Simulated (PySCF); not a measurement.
## C(3+): ionisation energy

C(3+) [He] 2s1 [2s1/2^1, M_J = 1/2] → C(4+) 1s2, as a difference of total energies. All numbers are calculated (PySCF 2.14, the two-component X2C-1e Hamiltonian, in an even-tempered Gaussian basis (18 s from 0.21 bohr⁻², ratio 2.4; 10 p from 0.27 bohr⁻², ratio 2.4; 5 d from 0.83 bohr⁻², ratio 2.6; 5 f from 1.2 bohr⁻², ratio 2.6)). Correlated levels: nothing frozen; the 30 highest virtual spinors dropped. "Screened" scales the spin-orbit matrix elements by Boettger's factors to mimic the two-electron term; Breit and QED terms are absent.

| method | ionisation energy (eV) |
| --- | --- |
| GHF (screened spin-orbit) | 64.382 |
| GMP2 (screened spin-orbit) | 64.488 |

Task: How much does correlation contribute at GMP2 (screened spin-orbit)?

Result: 64.488 − (64.382) = 0.106 eV, measured against GHF (screened spin-orbit).

For comparison: 64.494 eV (measured; NIST Atomic Spectra Database, ionization energies).
